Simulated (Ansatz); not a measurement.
Molecular dynamics of LiSi16

Input:

```yaml
crystal:
  lattice:
    - [0.0, 5.43, 5.43]
    - [5.43, 0.0, 5.43]
    - [5.43, 5.43, 0.0]
  atoms:
    - { symbol: Si, position: [-0.00047722, -0.00105317, -0.01212368] }
    - { symbol: Si, position: [0.12337972, 0.1227276, 0.11928744] }
    - { symbol: Si, position: [-0.00099552, -0.00150245, 0.49892049] }
    - { symbol: Si, position: [0.12122726, 0.12061966, 0.62112423] }
    - { symbol: Si, position: [-0.00655024, 0.49720852, -0.00217369] }
    - { symbol: Si, position: [0.12332441, 0.61952706, 0.11991509] }
    - { symbol: Si, position: [-0.00047499, 0.48737678, 0.49942192] }
    - { symbol: Si, position: [0.12338406, 0.61882714, 0.62327304] }
    - { symbol: Si, position: [0.49785158, -0.00711424, -0.00227458] }
    - { symbol: Si, position: [0.62007684, 0.12267288, 0.11999844] }
    - { symbol: Si, position: [0.48798061, -0.00104867, 0.49942433] }
    - { symbol: Si, position: [0.61938185, 0.12272803, 0.6232693] }
    - { symbol: Si, position: [0.49771073, 0.49710195, -0.00239018] }
    - { symbol: Si, position: [0.62170221, 0.62114191, 0.12160688] }
    - { symbol: Si, position: [0.49793497, 0.49719082, 0.49335441] }
    - { symbol: Si, position: [0.62000825, 0.61954184, 0.62321481] }
    - { symbol: Li, position: [0.87120149, 0.87068404, 0.37110825] }
magnetization:
  spin_polarized: true
basis:
  ecutwfc: 420.0
kpoints:
  mp_grid: { grid: [2, 2, 2] }
hamiltonian:
  xc: pbe
  pseudopotentials: { kind: paw, azcp: { folder: soft_1 } }
scf:
  occupations: { method: fermi_dirac, width: 0.02 }
  lower_state_search: "off"
md:
  timestep: 1.5
  n_steps: 300
  ensemble: nvt_langevin
  temperature: 1500.0
  initial_velocities: maxwell_boltzmann
  seed: 305252
  friction: 0.05
```

Launched with:

```bash
$ ansatz run input.yaml --threads 1 --pin off --max-ram 3072MiB --backend cpu --events-out ev --progress --plain --runs-dir out
```

It starts from a relaxed structure.

Output, in part (step lines):

```
md step     0: t =     0.00 fs  T =  1411.8 K  F+E_penalty+E_count = -10375.82410657 eV  E_kin = 3.102240 eV  (11 SCF iters)
md step     1: t =     1.50 fs  T =  1191.6 K  F+E_penalty+E_count = -10375.78891066 eV  E_kin = 2.618472 eV  (6 SCF iters)
md step     2: t =     3.00 fs  T =  1305.5 K  F+E_penalty+E_count = -10375.68707258 eV  E_kin = 2.868749 eV  (6 SCF iters)
md step     3: t =     4.50 fs  T =   993.7 K  F+E_penalty+E_count = -10375.53361143 eV  E_kin = 2.183487 eV  (6 SCF iters)
md step     4: t =     6.00 fs  T =  1026.9 K  F+E_penalty+E_count = -10375.36423486 eV  E_kin = 2.256615 eV  (6 SCF iters)
md step     5: t =     7.50 fs  T =  1012.6 K  F+E_penalty+E_count = -10375.17839825 eV  E_kin = 2.225177 eV  (6 SCF iters)
md step     6: t =     9.00 fs  T =   953.6 K  F+E_penalty+E_count = -10374.98526325 eV  E_kin = 2.095492 eV  (6 SCF iters)
md step     7: t =    10.50 fs  T =   832.8 K  F+E_penalty+E_count = -10374.81703833 eV  E_kin = 1.829963 eV  (6 SCF iters)
[... lines left out ...]
md step   299: t =   448.50 fs  T =  1600.9 K  F+E_penalty+E_count = -10372.18763663 eV  E_kin = 3.517934 eV  (6 SCF iters)
md step   300: t =   450.00 fs  T =  1506.1 K  F+E_penalty+E_count = -10372.19147134 eV  E_kin = 3.309471 eV  (6 SCF iters)
```

The steps, from the saved trajectory:

```
time (fs)  T (K)  potential energy less start (eV)
      0.0   1412                             0.000
     15.0   1172                             1.569
     30.0    901                             3.019
     45.0   1284                             1.968
     60.0   1640                             2.907
     75.0   1497                             2.423
     90.0   1139                             2.766
    105.0    884                             4.341
    120.0   1852                             3.197
    135.0   1725                             3.132
    150.0   1745                             2.769
    165.0   1273                             3.582
    180.0   1321                             3.690
    195.0   1565                             2.714
    210.0   1573                             3.074
    225.0   1808                             3.251
    240.0   1723                             2.995
    255.0   1471                             3.777
    270.0   1953                             3.726
    285.0   1280                             3.802
    300.0   1499                             3.341
    315.0   1970                             2.714
    330.0   1466                             3.434
    345.0   1572                             3.232
    360.0   1640                             3.327
    375.0   1672                             3.585
    390.0   2035                             2.922
    405.0   1150                             4.298
    420.0   1479                             3.796
    435.0   1411                             3.972
    450.0   1506                             3.633
```

The run went to its last step. A run of 0.45 ps of so small a system gives no equilibrium averages. Limits of this set-up: coarse k mesh.

Mean squared displacements from the first frame to the last, about the centre of mass: Si 0.14 Å², Li 0.40 Å².

Last frame:

```xyz
17
Lattice="0.0000 5.4300 5.4300 5.4300 0.0000 5.4300 5.4300 5.4300 0.0000" Properties=species:S:1:pos:R:3
Si -0.242 0.212 0.547
Si 1.288 1.165 1.998
Si 2.695 2.605 0.500
Si 3.986 4.115 1.799
Si 2.956 0.052 2.786
Si 4.348 1.534 4.172
Si 5.788 2.795 2.648
Si 6.953 4.159 4.062
Si -0.055 2.754 3.012
Si 0.807 4.135 4.612
Si 2.373 5.129 3.169
Si 3.832 6.583 4.155
Si 2.651 2.960 5.434
Si 4.171 4.134 6.716
Si 5.618 5.355 5.384
Si 6.931 6.679 6.799
Li 7.095 6.340 10.044
```

Run time: 16 min on 1 thread of AMD EPYC 9R45 96-Core Processor (Zen 5) (shared host), peak memory 0.7 GiB.
